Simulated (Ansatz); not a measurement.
Steps of a relaxation of C₃H₇FSn, SMILES `FC1[CH2][SnH2][CH2]1` with RKS PBE-D4/def2-SVP.

```sh
$ ansatz run in.yaml --threads 4 --pin off --events-out ev --progress --plain --max-ram 10444MiB
```

```yaml
crystal:
  periodic: [false, false, false]
  atoms:
    - {symbol: F, position_ang: [-1.598600, -0.912000, 1.288000]}
    - {symbol: C, position_ang: [-0.634100, -0.942300, 0.338000]}
    - {symbol: C, position_ang: [0.641300, -0.371300, 0.885500]}
    - {symbol: Sn, position_ang: [0.933100, 1.244300, -0.497400]}
    - {symbol: C, position_ang: [-0.874900, 0.026500, -0.831700]}
    - {symbol: H, position_ang: [-0.502500, -1.966100, -0.025800]}
    - {symbol: H, position_ang: [0.589400, 0.004900, 1.942700]}
    - {symbol: H, position_ang: [1.552900, -1.075200, 0.794000]}
    - {symbol: H, position_ang: [0.497900, 2.812300, 0.249300]}
    - {symbol: H, position_ang: [2.111500, 0.966600, -1.665600]}
    - {symbol: H, position_ang: [-1.818300, 0.624400, -0.659400]}
    - {symbol: H, position_ang: [-0.820800, -0.467200, -1.783700]}
basis:
  gaussian: {orbitals: def2-SVP}
hamiltonian: {xc: pbe, dispersion: d4}
relax: {f_tol: 0.03, max_steps: 200}
```

Positions (Å) and forces (eV/Å) along the path, 10 of 15 steps:

```xyz
12
step=1 energy=-11759.8960 eV
F    -1.599   -0.912    1.288   -1.196   -0.082    0.644
C    -0.634   -0.942    0.338    0.935    1.257   -0.880
C     0.641   -0.371    0.885    3.288   -1.047    1.906
Sn    0.933    1.244   -0.497   -1.249    0.602    0.574
C    -0.875    0.026   -0.832   -1.453    0.957    0.231
H    -0.502   -1.966   -0.026   -0.057   -0.672   -0.087
H     0.589    0.005    1.943   -0.101   -0.469   -0.356
H     1.553   -1.075    0.794   -1.046    0.593    0.440
H     0.498    2.812    0.249    0.475   -0.487   -0.540
H     2.111    0.967   -1.666    0.469    0.250   -0.327
H    -1.818    0.624   -0.659    0.417   -0.513   -0.454
H    -0.821   -0.467   -1.784   -0.481   -0.390   -1.151
12
step=2 energy=-11760.4203 eV
F    -1.587   -0.871    1.252   -0.626    0.107    0.520
C    -0.574   -0.868    0.323   -0.117   -0.725   -0.475
C     0.743   -0.418    0.979    0.642    0.128    0.142
Sn    0.834    1.238   -0.459    0.464   -0.229   -0.457
C    -0.950    0.032   -0.895    0.198    0.405    0.722
H    -0.474   -1.915   -0.036    0.067   -0.219   -0.055
H     0.623   -0.116    2.045   -0.141   -0.057   -0.258
H     1.581   -1.166    0.932   -0.432    0.363   -0.080
H     0.632    2.828    0.109   -0.033    0.370    0.111
H     2.119    1.126   -1.638   -0.117    0.093    0.124
H    -1.908    0.572   -0.721    0.153   -0.187   -0.072
H    -0.961   -0.499   -1.856   -0.057   -0.048   -0.222
12
step=4 energy=-11760.4920 eV
F    -1.613   -0.907    1.260   -0.079   -0.020    0.074
C    -0.583   -0.914    0.323    0.000    0.046   -0.228
C     0.731   -0.413    0.968    0.160    0.025    0.082
Sn    0.867    1.238   -0.483   -0.015   -0.044    0.007
C    -0.936    0.031   -0.865    0.084   -0.049    0.090
H    -0.474   -1.965   -0.037   -0.007    0.009    0.029
H     0.575   -0.102    2.020   -0.052    0.023   -0.026
H     1.563   -1.144    0.943   -0.011    0.005   -0.016
H     0.673    2.863    0.081   -0.005   -0.009    0.005
H     2.144    1.170   -1.651   -0.011   -0.009    0.004
H    -1.890    0.561   -0.676   -0.016   -0.003   -0.016
H    -0.980   -0.474   -1.849   -0.046    0.026   -0.005
12
step=5 energy=-11760.4971 eV
F    -1.610   -0.953    1.247   -0.051   -0.016    0.039
C    -0.576   -0.921    0.313    0.052    0.032   -0.134
C     0.730   -0.406    0.973    0.070   -0.015    0.018
Sn    0.876    1.229   -0.492   -0.003   -0.048   -0.009
C    -0.937    0.037   -0.858    0.029   -0.025    0.059
H    -0.445   -1.963   -0.061    0.008   -0.001    0.001
H     0.542   -0.070    2.009   -0.023    0.034    0.035
H     1.559   -1.139    0.981    0.001    0.006    0.012
H     0.683    2.851    0.072   -0.004    0.018    0.009
H     2.149    1.159   -1.663   -0.010   -0.017    0.004
H    -1.877    0.579   -0.642   -0.032    0.019   -0.009
H    -1.017   -0.458   -1.844   -0.039    0.013   -0.026
12
step=6 energy=-11760.5005 eV
F    -1.607   -0.974    1.238    0.027   -0.042   -0.024
C    -0.568   -0.925    0.304   -0.013    0.045    0.006
C     0.732   -0.403    0.977   -0.051    0.003   -0.021
Sn    0.880    1.224   -0.496   -0.014    0.013    0.018
C    -0.939    0.041   -0.855    0.019   -0.055   -0.022
H    -0.427   -1.964   -0.076    0.014    0.025   -0.007
H     0.524   -0.054    2.008   -0.005    0.021   -0.002
H     1.562   -1.132    1.005    0.026   -0.024    0.022
H     0.688    2.849    0.070    0.012   -0.021   -0.015
H     2.149    1.140   -1.668    0.002   -0.009   -0.006
H    -1.875    0.585   -0.624   -0.004    0.024    0.016
H    -1.040   -0.442   -1.847   -0.011    0.019    0.034
12
step=8 energy=-11760.5179 eV
F    -1.582   -1.206    1.155    0.461   -0.032   -0.399
C    -0.518   -0.960    0.247   -0.263    0.013    0.501
C     0.715   -0.369    1.013   -0.344   -0.083    0.091
Sn    0.906    1.191   -0.524   -0.012    0.137    0.048
C    -0.963    0.076   -0.821   -0.246   -0.165   -0.319
H    -0.262   -1.949   -0.217   -0.023    0.281    0.052
H     0.375    0.074    1.986    0.147   -0.164   -0.378
H     1.553   -1.077    1.193   -0.172    0.108    0.016
H     0.767    2.840    0.009    0.041   -0.111   -0.067
H     2.148    1.010   -1.711    0.008    0.007   -0.006
H    -1.849    0.653   -0.463    0.261   -0.100    0.019
H    -1.213   -0.338   -1.833    0.142    0.110    0.439
12
step=10 energy=-11760.5971 eV
F    -1.512   -1.460    1.033    0.086   -0.031   -0.077
C    -0.483   -0.976    0.213   -0.056    0.019    0.070
C     0.655   -0.336    1.039    0.013   -0.103    0.088
Sn    0.920    1.158   -0.544    0.024    0.088   -0.061
C    -0.994    0.101   -0.768   -0.059   -0.042   -0.090
H    -0.088   -1.851   -0.358   -0.008    0.079    0.024
H     0.244    0.174    1.937    0.001   -0.020   -0.062
H     1.475   -1.014    1.343   -0.072    0.031    0.010
H     0.856    2.822   -0.086    0.014   -0.001   -0.010
H     2.145    0.880   -1.729    0.001   -0.015   -0.003
H    -1.791    0.713   -0.294    0.048   -0.021    0.015
H    -1.351   -0.265   -1.752    0.008    0.018    0.095
12
step=12 energy=-11760.6034 eV rejected
F    -1.425   -1.668    0.904    0.149    0.103   -0.110
C    -0.440   -0.987    0.172   -0.023   -0.010   -0.011
C     0.609   -0.304    1.067    0.053   -0.066    0.055
Sn    0.933    1.148   -0.561   -0.032   -0.089    0.004
C    -1.016    0.129   -0.718   -0.059   -0.026    0.000
H     0.067   -1.750   -0.476   -0.109    0.101    0.129
H     0.115    0.250    1.894    0.015   -0.048   -0.041
H     1.411   -0.949    1.473   -0.045    0.017   -0.013
H     0.919    2.823   -0.143    0.062   -0.019   -0.061
H     2.109    0.691   -1.750   -0.046    0.110    0.075
H    -1.744    0.747   -0.147    0.042   -0.072   -0.048
H    -1.461   -0.185   -1.680   -0.008   -0.001    0.020
12
step=14 energy=-11760.6122 eV
F    -1.461   -1.583    0.958   -0.002   -0.005    0.001
C    -0.459   -0.980    0.191    0.006   -0.027   -0.012
C     0.629   -0.321    1.057   -0.010    0.002    0.006
Sn    0.926    1.150   -0.555   -0.001    0.005    0.002
C    -1.010    0.115   -0.740   -0.007    0.001    0.010
H     0.000   -1.790   -0.424    0.004    0.014    0.000
H     0.167    0.214    1.913   -0.001    0.006   -0.006
H     1.430   -0.987    1.426    0.002    0.006    0.000
H     0.914    2.824   -0.138   -0.001    0.001    0.001
H     2.133    0.803   -1.739    0.001   -0.013   -0.004
H    -1.766    0.728   -0.208    0.007    0.003    0.003
H    -1.425   -0.228   -1.706    0.002    0.006   -0.001
12
step=15 energy=-11760.6129 eV
F    -1.445   -1.618    0.935    0.008    0.005   -0.005
C    -0.452   -0.982    0.183   -0.005   -0.009    0.002
C     0.620   -0.316    1.063   -0.001   -0.003    0.001
Sn    0.926    1.148   -0.556    0.000    0.011    0.002
C    -1.015    0.119   -0.731   -0.002   -0.004   -0.002
H     0.027   -1.772   -0.444   -0.006    0.007    0.008
H     0.143    0.224    1.908    0.006   -0.003   -0.008
H     1.421   -0.974    1.446   -0.003    0.001    0.000
H     0.931    2.825   -0.154   -0.001    0.000    0.002
H     2.125    0.772   -1.740   -0.004   -0.004    0.003
H    -1.761    0.731   -0.181    0.008   -0.003   -0.006
H    -1.442   -0.212   -1.695    0.001    0.001    0.004
```

Run time 110 s (4 threads of an AMD EPYC on a shared host); peak host memory 0.18 GiB.
